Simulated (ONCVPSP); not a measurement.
## silicon: excitation energies, all-electron against ONCV

silicon (Si), optimised norm-conserving Vanderbilt (ONCV), made with ONCVPSP 4.0.1 (PBEsol, fully relativistic). Core [Ne], reference 3s2 3p2. Waves: 3s: rc 1.55 bohr, ncon 5, nbas 8, qcut 4.5 1/bohr, 2 projectors, debl 1.3 Ha; 3p: rc 1.70 bohr, ncon 4, nbas 9, qcut 4.2 1/bohr, 3 projectors, debl 1.2 Ha. Local part: polynomial inside 1.40 bohr (lpopt 1, dvloc0 1 Ha). Core correction: Teter function, fcfact 1.5, rcfact 1.25.

Open shells are filled in proportion to 2j + 1.

Energies are relative to the spin-unpolarised reference configuration 3s2 3p2; without spin polarisation the order of configurations can differ from experiment.

```json
{"valence configuration": "3s2 3p0", "charge": "+2", "ΔE all-electron (eV)": "23.677", "error AE − PS (meV)": "+0.1"}
{"valence configuration": "3s1 3p0", "charge": "+3", "ΔE all-electron (eV)": "57.576", "error AE − PS (meV)": "+9.3"}
{"valence configuration": "3s0 3p4", "charge": "0", "ΔE all-electron (eV)": "13.736", "error AE − PS (meV)": "-5.7"}
```

(1) What are ΔE and the potential's error for 3s2 3p1?

Levels in the configuration 3s2 3p0:

```json
{"level": "3s j=1/2", "all-electron (eV)": "-28.489", "pseudo (eV)": "-28.485"}
```

Note: ghosts flagged at negative energy: s at -109.0 eV, p3/2 at -56.8 eV, p1/2 at -56.6 eV; GHOST(+) flags only above 600 eV. A true bound ghost makes a file unfit for plane-wave use.

Results:

(1) ΔE = 7.713 eV all-electron; the error (AE − PS) is -0.3 meV.
